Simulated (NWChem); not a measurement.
System: Si2H4SF2; SMILES F[SiH](F)S[SiH3]

Input file for NWChem:

```
start job
memory heap 200 mb stack 900 mb global 1100 mb
geometry units angstroms noautosym nocenter noautoz
  Si     0.705521     1.874104    -0.104822
  S     -1.147307     0.760140     0.110082
  Si    -0.366387    -1.198231     0.101286
  F      0.994098    -1.215556    -0.772208
  F      0.067264    -1.678774     1.576832
  H      1.733137     1.361294     0.843053
  H      1.205856     1.801339    -1.504501
  H      0.331856     3.273793     0.236884
  H     -1.335368    -2.167843    -0.442464
end
basis spherical
  * library 6-311g**
end
dft
  xc b3lyp
  iterations 150
end
property
  shielding
  efieldgrad
end
task dft property
```

Excerpt of the output:

```
             Northwest Computational Chemistry Package (NWChem) 7.3.0
             --------------------------------------------------------

                             Geometry "geometry" -> ""
                             -------------------------

 Output coordinates in angstroms (scale by  1.889725989 to convert to a.u.)

  No.       Tag          Charge          X              Y              Z
 ---- ---------------- ---------- -------------- -------------- --------------
    1 Si                  14.0000     0.70552100     1.87410400    -0.10482200
    2 S                   16.0000    -1.14730700     0.76014000     0.11008200
    3 Si                  14.0000    -0.36638700    -1.19823100     0.10128600
    4 F                    9.0000     0.99409800    -1.21555600    -0.77220800
    5 F                    9.0000     0.06726400    -1.67877400     1.57683200
    6 H                    1.0000     1.73313700     1.36129400     0.84305300
    7 H                    1.0000     1.20585600     1.80133900    -1.50450100
    8 H                    1.0000     0.33185600     3.27379300     0.23688400
    9 H                    1.0000    -1.33536800    -2.16784300    -0.44246400

 Effective nuclear repulsion energy (a.u.)     380.0925942678

                              NWChem Property Module
                              ----------------------

  itol2e modified to match energy
  convergence criterion.

                                 NWChem DFT Module
                                 -----------------

 Summary of "ao basis" -> "ao basis" (spherical)
 ------------------------------------------------------------------------------
       Tag                 Description            Shells   Functions and Types
 ---------------- ------------------------------  ------  ---------------------
 Si                         6-311g**                12       26   6s5p1d
 S                          6-311g**                12       26   6s5p1d
 F                          6-311g**                 8       18   4s3p1d
 H                          6-311g**                 4        6   3s1p

  itol2e modified to match energy
  convergence criterion.

            General Information
            -------------------
          SCF calculation type: DFT
          Wavefunction type:  closed shell.
          No. of atoms     :     9
          No. of electrons :    66
           Alpha electrons :    33
            Beta electrons :    33
          Charge           :     0
          Spin multiplicity:     1
          Use of symmetry is: off; symmetry adaption is: off
          Maximum number of iterations: 150
          AO basis - number of functions:   138
                     number of shells:    68
          Convergence on energy requested:  1.00D-07
          Convergence on density requested:  1.00D-05
          Convergence on gradient requested:  5.00D-04

              XC Information
              --------------
                         B3LYP Method XC Potential
                     Hartree-Fock (Exact) Exchange  0.200
                        Slater Exchange Functional  0.800 local
                    Becke 1988 Exchange Functional  0.720 non-local
              Lee-Yang-Parr Correlation Functional  0.810
                  VWN I RPA Correlation Functional  0.190 local

             Grid Information
             ----------------
          Grid used for XC integration:  fine
          Radial quadrature: Mura-Knowles
          Angular quadrature: Lebedev.
          Tag              B.-S. Rad. Rad. Pts. Rad. Cut. Ang. Pts.
          ---              ---------- --------- --------- ---------
          Si                  1.10      123          12.0       770
          S                   1.00      123          10.0       770
          F                   0.50       70          13.0       590
          H                   0.35       60          14.0       590
          Grid pruning is: on
          Number of quadrature shells:   749
          Spatial weights used:  Erf1

      Superposition of Atomic Density Guess
      -------------------------------------

 Sum of atomic energies:       -1175.96184797

      Non-variational initial energy
      ------------------------------

 Total energy =   -1177.131383
 1-e energy   =   -2388.630252
 2-e energy   =     831.406275
 HOMO         =      -0.330671
 LUMO         =       0.032006

   convergence    iter        energy       DeltaE   RMS-Dens  Diis-err
 ---------------- ----- ----------------- --------- --------- ---------
 d= 0,ls=0.0,diis     1  -1179.4529023844 -1.56D+03  9.08D-03  2.26D+00
 d= 0,ls=0.0,diis     2  -1179.4250895627  2.78D-02  5.92D-03  1.86D+00
 d= 0,ls=0.0,diis     3  -1179.5528577839 -1.28D-01  1.66D-03  3.55D-01
 d= 0,ls=0.0,diis     4  -1179.5755366866 -2.27D-02  6.05D-04  8.53D-03
 d= 0,ls=0.0,diis     5  -1179.5765098763 -9.73D-04  1.64D-04  8.32D-04
  Resetting Diis
 d= 0,ls=0.0,diis     6  -1179.5766029097 -9.30D-05  3.36D-05  3.53D-05
 d= 0,ls=0.0,diis     7  -1179.5766069038 -3.99D-06  9.42D-06  1.07D-06
 d= 0,ls=0.0,diis     8  -1179.5766068854  1.84D-08  4.91D-06  1.41D-06

         Total DFT energy =    -1179.576606885432
      One electron energy =    -2391.553898719219
           Coulomb energy =      922.081662416582
    Exchange-Corr. energy =      -90.196964850641
 Nuclear repulsion energy =      380.092594267846

 Numeric. integr. density =       65.999998834617

                       DFT Final Molecular Orbital Analysis
                       ------------------------------------

 Vector   31  Occ=2.000000D+00  E=-3.622508D-01
              MO Center= -5.1D-01,  6.1D-01,  3.0D-02, r^2= 4.9D+00
   Bfn.  Coefficient  Atom+Function         Bfn.  Coefficient  Atom+Function
  ----- ------------  ---------------      ----- ------------  ---------------
    43      0.278159  2 S  py                42      0.257590  2 S  px
    17     -0.195600  1 Si py               134      0.177082  9 H  s
   135      0.161765  9 H  s                128     -0.158125  8 H  s
    40      0.133602  2 S  py                16     -0.129209  1 Si px
    39      0.121344  2 S  px               129     -0.115858  8 H  s

 Vector   32  Occ=2.000000D+00  E=-3.383189D-01
              MO Center= -5.8D-01,  7.9D-01,  1.3D-01, r^2= 3.8D+00
   Bfn.  Coefficient  Atom+Function         Bfn.  Coefficient  Atom+Function
  ----- ------------  ---------------      ----- ------------  ---------------
    42      0.399359  2 S  px                43     -0.195595  2 S  py
    39      0.185675  2 S  px                32     -0.167407  2 S  s
    69      0.161906  3 Si py                31     -0.160565  2 S  s
    45      0.151348  2 S  px               116     -0.137789  6 H  s
    16     -0.136555  1 Si px                36     -0.133722  2 S  px

 Vector   33  Occ=2.000000D+00  E=-2.885902D-01
              MO Center= -8.2D-01,  7.4D-01,  5.1D-02, r^2= 2.6D+00
   Bfn.  Coefficient  Atom+Function         Bfn.  Coefficient  Atom+Function
  ----- ------------  ---------------      ----- ------------  ---------------
    44      0.558071  2 S  pz                47      0.283641  2 S  pz
    41      0.246711  2 S  pz                38     -0.177495  2 S  pz
   122      0.130397  7 H  s                 70      0.110056  3 Si pz
   116     -0.102410  6 H  s                123      0.099986  7 H  s
    35     -0.094355  2 S  pz               117     -0.073791  6 H  s

[...]

          -----------------------------------------
          Chemical Shielding Tensors (GIAO, in ppm)
          -----------------------------------------

                                NWChem CPHF Module
                                ------------------

  scftype          =     RHF
  nclosed          =       33
  nopen            =        0
  variables        =     3465
  # of vectors     =        3
  tolerance        = 0.10D-03
  level shift      = 0.00D+00
  max iterations   =       50
  max subspace     =       30

 SCF residual:    2.9208704651903928E-004

Iterative solution of linear equations
  No. of variables     3465
  No. of equations        3
  Maximum subspace       30
        Iterations       50
       Convergence  1.0D-04

   iter   nsub   residual    time
   ----  ------  --------  ---------
     1      3    4.23D-01     107.9
     2      6    1.32D-02     118.1
     3      9    1.08D-03     128.5
     4     12    3.28D-05     138.7

      Atom:    1  Si
        Diamagnetic
    882.8879      5.1393     -0.9874
      5.1393    881.7283     -0.6586
     -0.9874     -0.6586    875.0158

        Paramagnetic
   -475.2136     34.0683     -1.5089
     34.0683   -499.9666      2.7817
     -1.5089      2.7817   -484.9906

        Total Shielding Tensor
    407.6743     39.2076     -2.4963
     39.2076    381.7617      2.1231
     -2.4963      2.1231    390.0252

           isotropic =     393.1537
          anisotropy =      64.3055

          Principal Components and Axis System
                 1           2           3
              436.0241    390.2868    353.1504

      1         0.8107     -0.0366     -0.5842
      2         0.5851      0.0797      0.8070
      3        -0.0170      0.9961     -0.0860

      Atom:    2  S
        Diamagnetic
   1060.8570      0.2485     -0.7541
      0.2485   1063.1345     -0.5640
     -0.7541     -0.5640   1053.0349

        Paramagnetic
   -455.3305    -31.0164     -5.1375
    -31.0164   -184.2461     20.3102
     -5.1375     20.3102   -365.8087

        Total Shielding Tensor
    605.5264    -30.7679     -5.8916
    -30.7679    878.8884     19.7463
     -5.8916     19.7463    687.2262

           isotropic =     723.8804
          anisotropy =     240.7710

          Principal Components and Axis System
                 1           2           3
              884.3944    685.3016    601.9451

      1        -0.1112     -0.0323      0.9933
      2         0.9885     -0.1065      0.1072
      3         0.1023      0.9938      0.0438

      Atom:    3  Si
        Diamagnetic
    877.6306     -2.5716     -1.7931
     -2.5716    880.7399     -2.0606
     -1.7931     -2.0606    877.9823

        Paramagnetic
   -571.5148    -10.5197     -8.5793
    -10.5197   -485.3400     11.0214
     -8.5793     11.0214   -527.5451

        Total Shielding Tensor
    306.1157    -13.0913    -10.3724
    -13.0913    395.3999      8.9608
    -10.3724      8.9608    350.4372

           isotropic =     350.6509
          anisotropy =      73.2724

          Principal Components and Axis System
                 1           2           3
              399.4992    349.9460    302.5076

      1        -0.1586     -0.1570      0.9748
      2         0.9648     -0.2344      0.1192
      3         0.2097      0.9594      0.1887

      Atom:    4  F
        Diamagnetic
    478.6306     -0.2074    -14.2923
     -0.2074    463.7898     -0.2364
    -14.2923     -0.2364    465.6371

        Paramagnetic
   -141.4158    -34.3545    -12.1648
    -34.3545   -216.6712     -1.8626
    -12.1648     -1.8626   -104.3651

        Total Shielding Tensor
    337.2147    -34.5619    -26.4571
    -34.5619    247.1186     -2.0990
    -26.4571     -2.0990    361.2721

           isotropic =     315.2018
          anisotropy =      98.2903

          Principal Components and Axis System
                 1           2           3
              380.7287    330.3943    234.4825

      1        -0.5938      0.7304      0.3375
      2         0.1411     -0.3184      0.9374
      3         0.7922      0.6042      0.0859

      Atom:    5  F
        Diamagnetic
    464.3588     -3.8549      6.5080
     -3.8549    466.6338    -10.0969
      6.5080    -10.0969    488.0128

        Paramagnetic
   -159.5737    -33.3214     -1.2895
    -33.3214   -220.9282    -23.9703
     -1.2895    -23.9703   -139.9330

        Total Shielding Tensor
    304.7851    -37.1763      5.2184
    -37.1763    245.7056    -34.0672
      5.2184    -34.0672    348.0799

           isotropic =     299.5235
          anisotropy =      95.8010

          Principal Components and Axis System
                 1           2           3
              363.3909    313.9740    221.2056

      1         0.3021      0.8724      0.3843
      2        -0.3519     -0.2726      0.8955
      3         0.8859     -0.4058      0.2246

      Atom:    6  H
        Diamagnetic
     32.5203     -0.1173      6.5632
     -0.1173     26.1579     -1.7622
      6.5632     -1.7622     26.8364

        Paramagnetic
     -2.7139      1.3567     -2.9207
      1.3567     -0.7911      1.3486
     -2.9207      1.3486     -1.2984

        Total Shielding Tensor
     29.8064      1.2394      3.6425
      1.2394     25.3668     -0.4136
      3.6425     -0.4136     25.5380

           isotropic =      26.9037
          anisotropy =       7.6589

          Principal Components and Axis System
                 1           2           3
               32.0097     25.6730     23.0285

      1         0.8674      0.0880     -0.4898
      2         0.1320      0.9083      0.3969
      3         0.4798     -0.4089      0.7763

      Atom:    7  H
        Diamagnetic
     26.5168      1.7234     -5.9569
      1.7234     25.1041     -1.2019
     -5.9569     -1.2019     34.0434

        Paramagnetic
     -0.2388      0.2572      2.2913
      0.2572      0.1355     -0.1463
      2.2913     -0.1463     -4.5800

        Total Shielding Tensor
     26.2780      1.9806     -3.6656
      1.9806     25.2396     -1.3482
     -3.6656     -1.3482     29.4635

           isotropic =      26.9937
          anisotropy =       8.3298

          Principal Components and Axis System
                 1           2           3
               32.5469     25.1617     23.2724

      1        -0.5499      0.3260      0.7690
      2        -0.2933      0.7867     -0.5433
      3         0.7820      0.5243      0.3370

      Atom:    8  H
        Diamagnetic
     25.2334     -0.7659     -0.6890
     -0.7659     37.8809      2.7013
     -0.6890      2.7013     23.5799

        Paramagnetic
     -0.4427      1.6455      0.3835
      1.6455     -5.3054     -1.3026
      0.3835     -1.3026      0.4279

        Total Shielding Tensor
     24.7907      0.8796     -0.3055
      0.8796     32.5754      1.3987
     -0.3055      1.3987     24.0078

           isotropic =      27.1247
          anisotropy =       8.6352

          Principal Components and Axis System
                 1           2           3
               32.8815     24.8821     23.6104

      1         0.1012      0.9239      0.3691
      2         0.9833     -0.0364     -0.1785
      3         0.1515     -0.3810      0.9121

      Atom:    9  H
        Diamagnetic
     29.7992      6.8973      3.7871
      6.8973     32.1788      4.0198
      3.7871      4.0198     24.9048

        Paramagnetic
     -3.8731     -2.6613     -1.6043
     -2.6613     -2.5129     -1.5725
     -1.6043     -1.5725     -1.1615

        Total Shielding Tensor
     25.9261      4.2360      2.1828
      4.2360     29.6659      2.4474
      2.1828      2.4474     23.7434

           isotropic =      26.4451
          anisotropy =      10.5909

          Principal Components and Axis System
                 1           2           3
               33.5057     23.4442     22.3855

      1         0.5306      0.6225     -0.5753
      2         0.7866     -0.6145      0.0605
      3         0.3158      0.4846      0.8157
```

Level: B3LYP/6-311G** (spherical d), GIAO. Structure relaxed at the PBE0/def2-SVP level. NWChem prints the field gradient with the sign opposite to the second derivative of the potential. The printed shielding anisotropy is the first printed principal value minus the mean of the other two.
